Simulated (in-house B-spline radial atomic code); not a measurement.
Configurations of Ni²⁺, with energies counted from [Ar] 3d8. Method: non-relativistic LC-wPBE, spin-polarised, spherical fractional occupations, exact exchange averaged over the configuration, point nucleus. Calculated with an all-electron radial atomic-structure program (B-spline basis). Shells without spins written out take the highest spin.

Occupations are held fixed; configurations that lie above the ionisation limit could autoionise.

```tsv
configuration	E - E(ref) (eV)	highest orbital	its <r> (bohr)
[Ar] 3d7 4s1	7.5304	4s up	2.255
[Ne] 3s2 3p5 3d9	62.033	3d down	0.9654
[Ne] 3s2 3p5 3d8 4s1	70.188	4s up	2.247
[Ne] 3s2 3p5 3d8 4f1	90.923	4f up	5.839
```

Question: Order these further configurations by energy, lowest first.
A. [Ne] 3s2 3p5 3d8 4d1
B. [Ar] 3d7 4f1
C. [Ar] 3d7 4p1
D. [Ne] 3s2 3p5 3d8 4p1
E. [Ar] 3d7 4d1

Answer: C (14.521 eV), E (23.303 eV), B (28.148 eV), D (77.216 eV), A (86.042 eV).
